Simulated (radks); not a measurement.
Results of a calculation; reference values are marked as such.
Task: These are the eigenvalues of the occupied orbitals of an atom or ion with whole-number occupations (eV). Level of theory: Dirac Kohn-Sham, PBE, spin-unpolarised, spherical densities, finite nucleus; Fermi nuclear charge, rms radius of each element as measured or else 0.836 A^(1/3) + 0.57 fm (a radial shooting solver on a logarithmic mesh with Libxc functionals).

| orbital | eigenvalue |
|---|---|
| 1s1/2 | -7005.860 |
| 2s1/2 | -827.7955 |
| 2p1/2 | -714.9080 |
| 2p3/2 | -702.4257 |
| 3s1/2 | -102.4811 |
| 3p1/2 | -69.5614 |
| 3p3/2 | -68.0227 |
| 3d3/2 | -16.0177 |
| 3d5/2 | -15.8635 |
| 4s1/2 | -12.3231 |

Which element is it, and in what charge state? The configuration may be excited. Open shells, if any, fill j = l - 1/2 first.

Result: Z = 26, iron, charge +1: Fe+ in [Ar] 3d6 4s1. The list shows which subshells hold electrons but not how many an open one holds; the 1s level, -257.46 hartree, gives Z - s = 22.7 by -(Z - s)^2/2, which with screening and relativity narrows Z to a few neighbours, and the depths of the outer levels then fix element, charge and occupations together.
